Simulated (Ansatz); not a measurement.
The cluster Li6H6⁻, relaxed as a doublet with UKS r2SCAN-D4/def2-TZVPD in Ansatz, starting from the GFN2-xTB geometry. Force threshold 0.02 eV/Å.

The highest occupied level of the charge -1 doublet lies above zero (up to 0.99 eV). Energy differences disagree on whether the electron is bound (positive means bound): -0.06 eV (vertical, against the charge 0 singlet, at r2SCAN-D4/def2-TZVPD), but 0.15 eV at PBE-D4/def2-TZVPD. The structure comes from a short search, and lower isomers may exist.

Start:

```xyz
12

Li   -0.045   -1.066   -0.390
Li    1.905    0.501   -0.896
Li   -2.505    0.019   -0.355
Li    0.423   -0.961    1.964
Li   -0.435    1.039    1.266
Li   -1.298    0.798   -2.058
H    -0.182    1.411   -0.124
H     0.427    0.536    2.496
H    -1.741   -0.676    0.988
H    -0.473   -1.161   -1.733
H     2.876    1.052   -1.788
H     1.046   -1.490    0.629
```

(1) Estimate the energy that the relaxation releases and the steps that it takes.

(2) Does the start keep its bonding and symmetry?

(3) Predict the relaxed structure.

Answers

(1) 3.55 eV, in 36 steps; 2 min on 4 threads of Arm Neoverse V1 on a shared host. The force fell under the threshold at step 28, but the optimiser went on and released 0.067 eV more. No frequencies were taken in this run, so the end may be a saddle point.

(2) Bonds formed: Li2–H8, Li2–H12, Li3–H7, Li3–H10, Li4–H9, Li6–H7, Li6–H10, Li6–H11 (atoms count from 1). Metal–metal contacts that move far: Li2–Li4 3.54 to 2.48 Å, Li5–Li6 3.44 to 2.58 Å, Li2–Li5 3.23 to 2.58 Å.

(3) 
```xyz
12

Li    0.1988   -1.2082   -0.6528
Li    2.1158    0.0656    0.5240
Li   -2.1130   -0.0632   -0.5222
Li    0.3410   -0.9755    1.9165
Li   -0.1977    1.2105    0.6522
Li   -0.3419    0.9805   -1.9176
H    -1.4823    1.6605   -0.6423
H     1.0942    0.7020    1.9174
H    -1.0183   -0.6004    0.7995
H    -1.0928   -0.7045   -1.9176
H     1.0151    0.5954   -0.7980
H     1.4810   -1.6629    0.6409
```
Bond lengths (bridged metal pairs left out): 1 × Li–Li 2.78 Å; 16 × H–Li 1.80 to 1.88 Å.
